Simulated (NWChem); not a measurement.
## Ionisation of H₃B

SMILES: B
```xyz
4

B      0.0000     0.0000     0.0000
H      0.0000     0.0000     1.2044
H     -1.0430     0.0000    -0.6022
H      1.0430     0.0000    -0.6022
```
Charge 0, spin multiplicity 1.

The numbers come from NWChem runs, not from measurements. Structure: optimised with B3LYP/def2-SVP, a minimum by its harmonic frequencies.

Basis set: def2-TZVPD. −ε marks an orbital energy of the parent.

B3LYP has NWChem's definition, with VWN1-RPA local correlation. The structure started from a generated list of species.

### Question
One of these methods gave a first vertical ionisation energy of 13.50 eV. Which?
A) −ε(HOMO) of LDA (SVWN5)
B) −ε(HOMO) of HF
C) −ε(HOMO) of BHandHLYP
D) −ε(HOMO) of B3LYP

### Answer
B, −ε(HOMO) of HF. The others give 8.45 (−ε(HOMO) of LDA (SVWN5)), 11.30 (−ε(HOMO) of BHandHLYP), 9.70 (−ε(HOMO) of B3LYP).
